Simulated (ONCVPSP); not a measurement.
Logarithmic derivatives: tungsten, ONCV

ONCVPSP 4.0.1 input, shortened (lines: element, Z, core and valence counts, functional; n l f; lmax; l rc ep ncon nbas qcut; lloc lpopt rc5 dvloc0; l nproj debl; icmod fcfact rcfact), LDA (Perdew-Wang 92), non-relativistic:

```
  W 74.00    9    5  -001012      upf
    1    0    2.00
    2    0    2.00
    2    1    6.00
    3    0    2.00
    3    1    6.00
    3    2   10.00
    4    0    2.00
    4    1    6.00
    4    2   10.00
    4    3   14.00
    5    0    2.00
    5    1    6.00
    5    2    4.50
    6    0    1.50
    3
    0    1.70    0.00    4    7    6.90
    1    2.00    0.00    4    8    6.50
    2    2.40    0.00    5    9    7.60
    3    0.90    0.00    4    9   17.20
    4    5    0.70    3.00
    0    2    1.30
    1    1    3.10
    2    2    3.20
    3    2    0.80
    1    0.55    0.00
```

In the f channel the program set the typed energies aside and used -1.498, 0.250 Ha.

The phase is arctan(r·R′/R) of the radial function R(r), unwrapped; energies in Ha, scanned from -4 to 5 Ha. A pole is an energy at which the radial function vanishes at the test radius. The pseudo phase is shifted by a multiple of π to meet the all-electron one at the reference energy, and phase errors are pseudo minus all-electron; the curves can meet again beyond the range given. Levels narrower than the energy grid can be missing from the lists of poles.

**Question.** For each channel, where are the poles, and over which energies does the pseudopotential scatter like the atom?

**Answer.**

```tsv
channel	radius (bohr)	reference energy (Ha)	poles, all-electron	poles, pseudo	unbroken range about the reference energy with phases within 0.05 rad	phase error 1 Ha above the reference energy (rad)
s	1.72	-0.17	-1.68	-1.68	the whole range	-0.000
p	2.02	-1.46	-1.09	-1.10, 4.40	below 0.6	-0.005
d	2.44	-0.19	0.23, 4.11	0.23, 4.11	the whole range	-0.000
f	0.91	-1.50	-0.02	-0.02	the whole range	+0.000
```

Note: ghosts flagged at negative energy: s at -569.9 eV, p at -167.7 eV; GHOST(+) flagged for d at 258.3 eV. A true bound ghost makes a file unfit for plane-wave use.

Phases in the d channel:

```json
{"E (Ha)": "-3.98", "all-electron": "1.397", "pseudo": "1.397"}
{"E (Ha)": "-3.50", "all-electron": "1.383", "pseudo": "1.383"}
{"E (Ha)": "-3.02", "all-electron": "1.364", "pseudo": "1.364"}
{"E (Ha)": "-2.54", "all-electron": "1.339", "pseudo": "1.339"}
{"E (Ha)": "-2.06", "all-electron": "1.302", "pseudo": "1.302"}
{"E (Ha)": "-1.58", "all-electron": "1.240", "pseudo": "1.240"}
{"E (Ha)": "-1.10", "all-electron": "1.109", "pseudo": "1.109"}
{"E (Ha)": "-0.62", "all-electron": "0.565", "pseudo": "0.565"}
{"E (Ha)": "-0.14", "all-electron": "-1.232", "pseudo": "-1.232"}
{"E (Ha)": "0.34", "all-electron": "-1.626", "pseudo": "-1.626"}
{"E (Ha)": "0.82", "all-electron": "-1.837", "pseudo": "-1.837"}
{"E (Ha)": "1.30", "all-electron": "-2.249", "pseudo": "-2.250"}
{"E (Ha)": "1.78", "all-electron": "-3.678", "pseudo": "-3.679"}
{"E (Ha)": "2.26", "all-electron": "-4.350", "pseudo": "-4.350"}
{"E (Ha)": "2.74", "all-electron": "-4.533", "pseudo": "-4.533"}
{"E (Ha)": "3.22", "all-electron": "-4.619", "pseudo": "-4.619"}
{"E (Ha)": "3.70", "all-electron": "-4.675", "pseudo": "-4.675"}
{"E (Ha)": "4.18", "all-electron": "-4.718", "pseudo": "-4.719"}
{"E (Ha)": "4.66", "all-electron": "-4.760", "pseudo": "-4.761"}
```
